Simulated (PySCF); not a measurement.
Stepwise substitution at one centre (Sn OH-C2H5). Gas-phase values, no solvent. One relaxed conformer stands for each flexible species; it need not be the lowest. Strings in code marks are SMILES.

Computed with B3LYP-D3(BJ)/def2-TZVP // B3LYP-D3(BJ)/def2-SVP (PySCF). B3LYP has the VWN-RPA correlation part, as in Gaussian. Excitations are Tamm–Dancoff values on a coarser integration grid. The basis has no diffuse functions, so Rydberg states are missing or too high.

```tsv
species	HOMO (eV)	S1 excitation (TDA) (eV)	S1–T1 gap (TDA) (eV)	HOMO–LUMO gap (eV)	brightest of the four lowest singlets (TDA) (eV)	S1 oscillator strength
0 of 4 OH replaced by C2H5 (`[OH][Sn]([OH])([OH])[OH]`)	-8.86	5.33	0.49	6.53	5.68	0.018
1 of 4 OH replaced by C2H5 (`[OH][Sn]([CH2]C)([OH])[OH]`)	-7.86	5.73	0.86	6.52	5.73	0.167
2 of 4 OH replaced by C2H5	-7.24	5.90	0.84	6.61	5.90	0.126
4 of 4 OH replaced by C2H5 (`[Sn]([CH2]C)([CH2]C)([CH2]C)[CH2]C`)	-6.81	6.31	–	7.09	6.31	0.053
```
